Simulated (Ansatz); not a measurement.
Na3Pb⁺. Charge 1, multiplicity 3. Geometry PBE-D4/def2-TZVP, that of the neutral doublet; atoms count from 1.

Cartesian coordinates in Å:
```
Na 1.800 -1.368 1.411
Na -1.563 0.336 -2.134
Na 0.854 1.685 0.002
Pb -1.091 -0.652 0.721
```

In the def2 sets Pb takes a core potential; there is no spin–orbit coupling. The structure comes from a short search, and lower isomers may exist.

(1) Estimate the Mulliken populations from the PBE0/def2-TZVP orbitals of Ansatz.

(2) Where does the spin sit?

(3) And the Mayer bond orders between bonded heavy atoms (over 0.3)?

## Answers

(1) 
```csv
atom,charge (e),spin (α − β)
Na1,0.46,0.25
Na2,0.46,0.26
Na3,0.33,-0.12
Pb4,-0.25,1.61
```
Mulliken values and Mayer orders depend strongly on the basis.

(2) Summed by element: Na 0.39, Pb 1.61, of 2 unpaired in all. Largest on single atoms: Pb4 1.61, Na2 0.26, Na1 0.25.

(3) Na1–Pb4 0.60 (3.06 Å); Na2–Pb4 0.60 (3.06 Å); Na3–Pb4 0.60 (3.12 Å).
